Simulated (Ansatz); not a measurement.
Cartesian coordinates in Å:
```
O 1.3514 0.2807 0.9015
Ge 0.0133 0.0025 0.0092
H -0.0426 -1.0240 -1.1395
H -1.3220 0.7407 0.2287
```

Charge 0, multiplicity 1.

(1) List the PBE/def2-TZVPP orbital energies in eV (Ansatz). (Estimate.)

Answers

(1) Computed: Occupied: -10805.50, -1338.84, -1192.34, -1192.22, -1192.19, -509.66, -163.49, -115.14, -114.84, -114.78, -31.01, -30.79, -30.76, -30.75, -30.60, -22.38, -13.47, -9.55, -8.40, -7.46, -6.27. Lowest empty: -3.23, -1.33, 0.38, 2.00, 2.99, 3.84, 4.60, 5.87.
